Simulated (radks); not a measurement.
Fractional charge and spin in the 1s shell of beryllium: the spin-up occupation runs from 0 to 1 and the spin-down occupation from 0 to 1; the fullest corner is Be2+, 1s(up 1, down 1). Calculated with a radial shooting solver on a logarithmic mesh with Libxc functionals: non-relativistic Kohn-Sham, LDA (Slater exchange, Perdew-Wang correlation), spin-polarised, spherical densities, point nucleus. Energy (eV) above the fullest corner. The planes named below are the two flat planes that join the four corners, with an edge along up + down = one added electron.

| down \ up | 0 | 0.25 | 0.5 | 0.75 | 1 |
|---|---|---|---|---|---|
| 0 | 365.827 | 308.685 | 253.407 | 201.063 | 151.912 |
| 0.25 | 308.685 | 255.391 | 204.134 | 155.755 | 110.482 |
| 0.5 | 253.407 | 204.134 | 156.890 | 112.442 | 70.993 |
| 0.75 | 201.063 | 155.755 | 112.442 | 71.829 | 34.107 |
| 1 | 151.912 | 110.482 | 70.993 | 34.107 | 0.000 |

Corners above the fullest one (they belong to Be3+ and the next ion): (up 1, down 0) 151.91 eV, (up 0, down 1) 151.91 eV, (up 0, down 0) 365.83 eV. With half an added electron in each spin the energy lies 4.978 eV from the planes (fractional-spin error, the static-correlation error of a stretched bond), and with half an added electron in spin up alone -5.462 eV (fractional-charge error). For a frontier s shell over closed shells the exact functional lies on the planes.
